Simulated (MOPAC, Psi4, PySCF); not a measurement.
Two rigid molecules brought together: H4Ge ··· Cl2 (SMILES [GeH4] and ClCl). Monomers: optimised at B3LYP-D3(BJ) (def2-TZVP), held rigid. Orientation: lowest of the rigid-body minima from ten starts at GFN2-xTB. R is the distance of the centres of mass, along which the second monomer moves.

Geometry at R = 3.94 Å (first 5 atoms: monomer A):
```
7

Ge     0.0000     0.0000     0.0000
H     -0.8113    -0.6911    -1.1059
H      0.1119     1.5003    -0.3088
H      1.4056    -0.6157     0.0646
H     -0.7062    -0.1935     1.3501
Cl     2.2760     0.6220    -4.3531
Cl     1.3546     0.3700    -2.5806
```

Computed with: RKS-B3LYP/LANL2DZ = restricted B3LYP/LANL2DZ, with its core potentials past Ne, no counterpoise correction (PySCF 2.14.0); PM7, restricted, heats of formation (MOPAC); SCS-MP2/aug-cc-pVDZ = Psi4 with DF-SCS-MP2/aug-cc-pVDZ, frozen core, counterpoise-corrected; PBE/def2-TZVP, counterpoise-corrected (Psi4); RKS-B3LYP/6-31G* = PySCF with restricted B3LYP/6-31G*, spherical d, no counterpoise correction.

Interaction energies in kJ/mol (negative: bound); R is the distance of the centres of mass, d the H4···Cl7 distance.

| R / Å | d / Å | RKS-B3LYP/LANL2DZ | PM7 | SCS-MP2/aug-cc-pVDZ | PBE/def2-TZVP | RKS-B3LYP/6-31G* |
|---|---|---|---|---|---|---|
| 3.53 | 2.48 | 99.20 | -25.62 | 108.54 | 69.44 | 90.69 |
| 3.71 | 2.63 | 54.75 | -32.36 | 60.26 | 36.36 | 49.78 |
| 3.94 | 2.82 | 25.21 | -29.80 | 26.94 | 14.95 | 22.45 |
| 4.16 | 3.01 | 11.94 | -23.45 | 11.45 | 5.69 | 10.25 |
| 4.34 | 3.17 | 6.59 | -18.10 | 5.06 | 2.11 | 5.39 |
| 4.60 | 3.41 | 3.05 | -11.74 | 0.84 | -0.07 | 2.22 |
| 4.91 | 3.69 | 1.53 | -6.74 | -0.71 | -0.70 | 0.91 |
| 5.40 | 4.15 | 0.71 | -2.97 | -0.86 | -0.51 | 0.39 |
| 6.10 | 4.81 | 0.24 | -1.06 | -0.45 | -0.13 | 0.17 |
| 7.17 | 5.84 | 0.06 | -0.26 | -0.15 | 0.03 | 0.03 |
| 8.48 | 7.11 | 0.02 | -0.07 | -0.05 | 0.02 | 0.01 |

Lowest grid point: RKS-B3LYP/LANL2DZ 0.02 kJ/mol at R = 8.48 Å; PM7 -32.36 kJ/mol at R = 3.71 Å; SCS-MP2/aug-cc-pVDZ -0.86 kJ/mol at R = 5.40 Å; PBE/def2-TZVP -0.70 kJ/mol at R = 4.91 Å; RKS-B3LYP/6-31G* 0.01 kJ/mol at R = 8.48 Å.
